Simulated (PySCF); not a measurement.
# 3-methylthioanisole (CSc1cccc(C)c1, C8H10S)

Geometry:
```tsv
atom	x (Å)	y (Å)	z (Å)
C1	3.639	-0.611	-0.502
S2	2.176	-1.594	-0.149
C3	0.880	-0.399	-0.115
C4	1.058	0.975	-0.305
C5	-0.049	1.824	-0.257
C6	-1.324	1.325	-0.021
C7	-1.519	-0.051	0.174
C8	-2.892	-0.595	0.443
C9	-0.412	-0.895	0.122
H10	3.842	0.121	0.293
H11	3.563	-0.100	-1.473
H12	4.473	-1.325	-0.545
H13	2.047	1.394	-0.492
H14	0.096	2.896	-0.408
H15	-2.180	2.004	0.012
H16	-3.616	-0.240	-0.306
H17	-2.902	-1.694	0.433
H18	-3.260	-0.266	1.429
H19	-0.550	-1.971	0.268
```

Computed, not measured: quadratic response CAM-B3LYP/aug-cc-pVDZ first hyperpolarisability, Taylor convention, gas phase (PySCF 2.14.0). Geometry: PBE0-D3(BJ)/def2-SVP.

Problem. Give the tensor of the second harmonic β(−2ω;ω,ω) at 1064 nm in the axes of these coordinates.

Solution. In au, Taylor convention; rows are the first index (the induced dipole):
|  | xx | yy | zz | xy | xz | yz |
| --- | --- | --- | --- | --- | --- | --- |
| x | +261.9 | +113.0 | -18.1 | -262.4 | -11.0 | +22.0 |
| y | -262.9 | -31.6 | +4.3 | +123.2 | +21.0 | -9.9 |
| z | -10.3 | -8.0 | +1.1 | +20.8 | -16.0 | +4.2 |

Norm of βᵢ = ⅓ Σⱼ (βᵢⱼⱼ + βⱼᵢⱼ + βⱼⱼᵢ): 466.6 au, hyper-Rayleigh value 217.3 au.
